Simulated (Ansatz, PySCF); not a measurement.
Gas-phase reaction (SMILES): COC [methoxymethane] + O (H2O) → 2 CO (CH4O); bond separation energy.

Structures are relaxed separately at B3LYP-D3(BJ)/def2-TZVP in Ansatz (a quantum-chemistry and plane-wave program). Cores are frozen in the correlated levels unless marked. Spin-orbit coupling is left out. No relativistic terms. CBS(X,Y): correlation extrapolated as X^-3; Hartree-Fock from the larger set. The bracket is a focal-point correction in the basis named. Thermal terms are rigid-rotor harmonic-oscillator values from B3LYP-D3(BJ) frequencies (PySCF) at 298.15 K and 1 atm. 1 Eh = 627.5095 kcal/mol.

| species | E, RI-MP2/CBS(aug-cc-pVTZ,aug-cc-pVQZ)+[CCSD(T)-MP2]/aug-cc-pVTZ (Ansatz) (Eh) | E, PBE/def2-TZVPD (Ansatz) (Eh) | H - E (Eh) | G - E (Eh) |
|---|---|---|---|---|
| COC | -154.86107 | -154.88966 | 0.08470 | 0.05467 |
| CO (CH4O) | -115.61566 | -115.63215 | 0.05533 | 0.02827 |
| O (H2O) | -76.37791 | -76.38111 | 0.02495 | 0.00353 |

Work out ΔE and ΔH, ΔG, ΔS and the equilibrium constant at 298.15 K at the first level, then ΔH at the second.


1. ΔE = [2×(-115.61566)] - [(-154.86107) + (-76.37791)] = 0.00766 Eh = 4.8 kcal/mol at RI-MP2/CBS(aug-cc-pVTZ,aug-cc-pVQZ)+[CCSD(T)-MP2]/aug-cc-pVTZ.
2. The terms H - E add up to 0.00101 Eh, so ΔH = (0.00766 + (0.00101))×627.5095 = 5.4 kcal/mol.
3. The terms G - E add up to -0.00166 Eh, so ΔG = 3.8 kcal/mol, and ΔS = (0.00101 - (-0.00166))×627509.5/298.15 = 5.6 cal/(mol K).
4. log10 K = -ΔG/(RT ln 10) = -2.8, with RT ln 10 = 1.3642 kcal/mol.
5. At PBE/def2-TZVPD the same steps give ΔE = 4.1 and ΔH = 4.7 kcal/mol, a shift of -0.7 from the first level.
6. Tabulated enthalpies of formation (COC -44.0 kcal/mol, ATcT 1.112; CO (CH4O) -48.0 kcal/mol, ATcT 1.112; O (H2O) -57.8 kcal/mol, ATcT 1.112) give ΔH = 5.8, so the errors are -0.4 and -1.1 kcal/mol; the tables hold anharmonic motion, scalar relativity, which both levels lack, and core correlation, which the frozen-core level lacks.
